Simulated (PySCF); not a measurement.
Atoms are numbered as in `[F:1][C:2]([F:3])([F:4])[O:5][CH:6]=[C:7]1[CH2:8][CH2:9][CH2:10]1`. Hydrogens are named by the atom that carries them.

Averaged over atoms made equivalent by symmetry, fast rotation or ring inversion, no solvent, single conformer, non-relativistic Hamiltonian. NMR shieldings at PBE0/pcSseg-1/GIAO; structure optimised with GFN2-xTB; PySCF 2.14.0 with density-fitted response routines.

Scale: TMS for 13C, 1H; 19F against CFCl3; 17O vs H2O (reference shieldings calculated alike).

| atoms | nucleus | count | Hirshfeld charge | δ (ppm) |
| --- | --- | --- | --- | --- |
| C10 | 13C | 1 | -0.07 | 26.9 |
| F1/F3/F4 | 19F | 3 | -0.10 | -72.8 |
| H(C10) | 1H | 2 | 0.05 | ? |
| C8 | 13C | 1 | -0.07 | 26.6 |
| C6 | 13C | 1 | 0.00 | 137.9 |
| H(C9) | 1H | 2 | 0.04 | ? |
| H(C8) | 1H | 2 | 0.05 | 2.89 |
| C7 | 13C | 1 | -0.01 | ? |
| C2 | 13C | 1 | 0.31 | 130.3 |
| H(C6) | 1H | 1 | 0.05 | 6.50 |
| C9 | 13C | 1 | -0.06 | 16.7 |
| O5 | 17O | 1 | -0.12 | ? |

**Question.** Complete the table.

**Answer.** 
- C7: 133.7 ppm, β carbon of an enol-ether or enamine type C=C
- H(C10): 2.95 ppm, hydrogen on an allylic sp3 CH2; allylic position
- H(C9): 2.12 ppm, hydrogen on an sp3 CH2 in a ring
- O5: 159.3 ppm, ether oxygen

Shifts are as computed. Against solution values, carbons near 30 ppm lie about +3 ppm off and those near 130 ppm about +5 ppm. Of 1211 compounds with measured shifts, 218 miss one by over three times the rms of a fit or turn the order of signals round; such compounds aren't used in these exercises. Unscaled 19F shifts against computed CFCl3 carry errors that often reach 10 to 50 ppm. Experimental scales use liquid or dissolved standards, which lie at an offset from isolated H2O (liquid H2O: subtract about 36 ppm).
